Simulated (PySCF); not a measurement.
Mo (SMILES [Mo]), septet (core potentials on Mo); PBE0/def2-SV(P) in PySCF.

Here is a job for PySCF.
```python
from pyscf import gto, scf, dft

mol = gto.Mole()
mol.atom = '''
    Mo    0.00000000    0.00000000    0.00000000
'''
mol.basis = 'def2-sv(p)'
mol.ecp = {'Mo': 'def2-sv(p)'}
mol.spin = 6
mol.verbose = 4
mol.build()

mf = dft.UKS(mol)
mf.xc = 'pbe0'
mf.kernel()
```

What the program printed (banner, timings and long lists left out):

```
PySCF version 2.14.0

[INPUT] verbose = 4
[INPUT] num. atoms = 1
[INPUT] num. electrons = 14
[INPUT] charge = 0
[INPUT] spin (= nelec alpha-beta = 2S) = 6
[INPUT] symmetry False subgroup None
[INPUT] Mole.unit = angstrom
[INPUT] Symbol           X                Y                Z      unit          X                Y                Z       unit  Magmom
[INPUT]  1 Mo     0.000000000000   0.000000000000   0.000000000000 AA    0.000000000000   0.000000000000   0.000000000000 Bohr   0.0

nuclear repulsion = 0
number of shells = 10
number of NR pGTOs = 50
number of NR cGTOs = 24
basis = def2-sv(p)
ecp = {'Mo': 'def2-sv(p)'}

******** <class 'pyscf.dft.uks.UKS'> ********
method = UKS
initial guess = minao
damping factor = 0
level_shift factor = 0
DIIS = <class 'pyscf.scf.diis.CDIIS'>
diis_start_cycle = 1
diis_space = 8
diis_damp = 0
SCF conv_tol = 1e-09
SCF conv_tol_grad = None
SCF max_cycles = 50
direct_scf = True
direct_scf_tol = 1e-13
number electrons alpha = 10  beta = 4
XC library pyscf.dft.libxc version 7.1.2
    S. Lehtola, C. Steigemann, M. J. T. Oliveira, and M. A. L. Marques,  SoftwareX 7, 1–5 (2018)
XC functionals = pbe0
    C. Adamo and V. Barone,  J. Chem. Phys. 110, 6158 (1999)
    M. Ernzerhof and G. E. Scuseria,  J. Chem. Phys. 110, 5029 (1999)
radial grids:
    Treutler-Ahlrichs [JCP 102, 346 (1995); DOI:10.1063/1.469408] (M4) radial grids

becke partition: Becke, JCP 88, 2547 (1988); DOI:10.1063/1.454033
pruning grids: <function nwchem_prune>
grids dens level: 3
symmetrized grids: False
atomic radii adjust function: <function treutler_atomic_radii_adjust>
small_rho_cutoff = 0
Set gradient conv threshold to 3.16228e-05
tot grids = 22440
init E= -60.5875651269178

cycle= 1 E= -68.0576542768341  delta_E= -7.47  |g|= 0.195  |ddm|= 2.14
cycle= 2 E= -68.0641696443584  delta_E= -0.00652  |g|= 0.166  |ddm|= 0.719
cycle= 3 E= -68.0822355581522  delta_E= -0.0181  |g|= 0.00583  |ddm|= 0.313
cycle= 4 E= -68.0822611545032  delta_E= -2.56e-05  |g|= 0.000277  |ddm|= 0.0143
cycle= 5 E= -68.0822611996047  delta_E= -4.51e-08  |g|= 1.22e-05  |ddm|= 0.000423
cycle= 6 E= -68.0822611996936  delta_E= -8.89e-11  |g|= 1.24e-07  |ddm|= 2.11e-05
Extra cycle  E= -68.0822611996936  delta_E=    0  |g|= 4.57e-08  |ddm|= 3.41e-07
converged SCF energy = -68.0822611996936  <S^2> = 12.000445  2S+1 = 7.0001272
```
